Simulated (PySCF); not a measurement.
## Different ions with F ligands: trigonal planar complexes compared

All values are computed with PySCF: state-averaged CASSCF of the d shell with SC-NEVPT2, spin-free X2C, triple-zeta basis on the metal and double-zeta on the ligands, mean-field spin-orbit coupling; DFT geometries.

```tsv
complex	point group	M–L / Å	L–M–L / °	solvent
TiF3	D3h	1.77	120	none
CoF3	D3h	1.72	120	none
FeF3	D3h	1.75	120	none
MnF3	C2v	1.72–1.74	106–148	none
```

Problem. Rank by the spin-orbit constant ζ, lowest first.
A. TiF3
B. CoF3
C. FeF3
D. MnF3

Solution. A (120 cm⁻¹), D (323 cm⁻¹), C (420 cm⁻¹), B (530 cm⁻¹).

Problem. What are the ground states and moments?

Solution. 
```json
{"complex": "TiF3", "shell": "d1", "ground state (NEVPT2)": "2A1'", "total orbital splitting (CASSCF fit) / cm⁻¹": "20165", "μeff(300 K) / μB": "1.76"}
{"complex": "CoF3", "shell": "d6", "ground state (NEVPT2)": "5A1'", "total orbital splitting (CASSCF fit) / cm⁻¹": "14303", "μeff(300 K) / μB": "5.30"}
{"complex": "FeF3", "shell": "d5", "ground state (NEVPT2)": "6A1'", "total orbital splitting (CASSCF fit) / cm⁻¹": "14157", "μeff(300 K) / μB": "5.92"}
{"complex": "MnF3", "shell": "d4", "ground state (NEVPT2)": "5A1", "total orbital splitting (CASSCF fit) / cm⁻¹": "19595", "μeff(300 K) / μB": "4.87"}
```
